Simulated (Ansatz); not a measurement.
Start from `[Br][InH][Br]` and change one atom or group to get `[OH][InH][Br]`.

Ansatz, PBE0-D4/def2-TZVP geometries, multiplicity 1. Each molecule was computed in one conformer, which needn't be the lowest.

Elements past krypton have def2 core potentials. Scalar relativity is left out up to krypton.

| property | `[Br][InH][Br]` |
| --- | --- |
| size of the dipole moment (B3LYP/def2-TZVPP) / D | 2.13 |
| HOMO–LUMO gap (ωB97M-V/def2-TZVPP) / eV | 10.08 |
| size of the dipole moment (ωB97M-V/def2-TZVPP) / D | 2.23 |
| HOMO energy (PBE0/def2-TZVPP) / eV | -8.37 |
| HOMO–LUMO gap (B3LYP/def2-TZVPP) / eV | 5.80 |
| HOMO–LUMO gap (PBE0/def2-TZVPP) / eV | 6.33 |

Problem. Give the same properties after the change, and the shifts. (Estimate.)

Solution. Ansatz gave: 
```csv
property,`[OH][InH][Br]`,shift
size of the dipole moment (B3LYP/def2-TZVPP) / D,3.35,1.22
HOMO–LUMO gap (ωB97M-V/def2-TZVPP) / eV,10.33,0.25
size of the dipole moment (ωB97M-V/def2-TZVPP) / D,3.45,1.22
HOMO energy (PBE0/def2-TZVPP) / eV,-8.16,0.21
HOMO–LUMO gap (B3LYP/def2-TZVPP) / eV,6.07,0.27
HOMO–LUMO gap (PBE0/def2-TZVPP) / eV,6.62,0.29
```

With PBE0 the HOMO rises by 0.21 eV and the LUMO rises by 0.48 eV, so the gap widens by about 0.27 eV. PBE moves the HOMO by 0.23 eV and ωB97M-V by 0.17 eV. The zero-point energy changes by 32.2 kJ/mol with +3 modes. Dipoles are sizes alone; their direction can turn.

B3LYP here is the variant with VWN-RPA as its local correlation; programs differ in this.

Spin–orbit coupling is left out; it splits and shifts lone-pair levels of the heavy atoms by tenths of an eV.
